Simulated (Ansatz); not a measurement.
ClH4SSbSi, SMILES `Cl[SiH2][S][SbH2]`, charge 0, multiplicity 1.

Task: Give a relaxed structure at PBE0-D4/def2-TZVP (the Gaussian-basis code of Ansatz). (Estimate.)

Result: Computed: 
```xyz
8

Cl    1.3275   -0.7719   -2.0428
Si   -0.5322   -0.8779   -1.1596
S    -0.4205   -0.7582    0.9432
Sb    0.4719    1.5134    1.0612
H    -1.1246   -2.1920   -1.4912
H    -1.3143    0.2392   -1.7370
H    -0.3089    1.8062    2.5539
H     1.9011    1.0413    1.8723
```
